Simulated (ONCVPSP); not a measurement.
# What one change does to a pseudopotential (Ti, ONCV)

titanium, optimised norm-conserving Vanderbilt (ONCV), made with ONCVPSP 4.0.1 (PBE, scalar-relativistic). Core [Ne], reference 3s2 3p6 3d2 4s2. Waves: 3s+4s: rc 1.95 bohr, ncon 4, nbas 7, qcut 6.8 1/bohr, 3 projectors, debl 0.7 Ha; 3p: rc 1.70 bohr, ncon 5, nbas 10, qcut 8.7 1/bohr, 2 projectors, debl 0.5 Ha; 3d: rc 2.45 bohr, ncon 4, nbas 9, qcut 6.8 1/bohr, 1 projector. Local part: polynomial inside 1.55 bohr (lpopt 3, dvloc0 3 Ha). Core correction: none.

In the p channel the program set the typed energies aside and used -1.428, 0.250 Ha.

Change: s: qcut 7.9; p: qcut 10.1; d: qcut 7.9.

Cutoffs: the cutoffs (Ha) at which the residual kinetic energy of the hardest occupied pseudo-wave falls to 1 and 0.1 mHa per electron; they do not see the model core or the augmentation charge, which bear on the density cutoff. Errors are all-electron minus pseudo energies relative to the spin-unpolarised reference configuration.

How do hardness, ghosts and transferability respond?

The potential gets neither clearly harder nor softer (20 Ha and 25 Ha → 20 Ha and 23 Ha); the p channel sets the loose cutoff, while the largest relative change is in s, which becomes harder; of the 4 tests that both files solve, the error grows in 0 and shrinks in 3 by more than 15 % and 0.3 meV (median size 96.1 → 70.9 meV); neither file shows a bound ghost.

| quantity | base | changed |
| --- | --- | --- |
| cutoff, loose | 20 Ha | 20 Ha |
| cutoff, tight | 25 Ha | 23 Ha |
| loose cutoff by channel | s 7.5 Ha, p 20 Ha, d 17 Ha | s 14 Ha, p 20 Ha, d 19 Ha |
| bound ghosts | none | none |
| GHOST(+) flags under 300 eV | none | none |
| error for 3s2 3p6 3d2 4s1, meV [ΔE 7.35 eV] | -0.5 | -0.2 |
| error for 3s2 3p6 3d2 4s0, meV [ΔE 20.92 eV] | -10 | -5.7 |
| error for 3s2 3p6 3d1 4s0, meV [ΔE 47.87 eV] | +182 | +136 |
| error for 3s2 3p6 3d1 4s2 4p1, meV [ΔE 4.67 eV] | +194 | +149 |
| s: phases at 1.97 bohr within 0.05 rad from the reference energy up to (Ha; the scan ends near 5) | to the end of the scan | to the end of the scan |
| p: phases at 1.73 bohr within 0.05 rad from the reference energy up to (Ha; the scan ends near 5) | to the end of the scan | to the end of the scan |
| d: phases at 2.49 bohr within 0.05 rad from the reference energy up to (Ha; the scan ends near 5) | 0.3 | 0.4 |
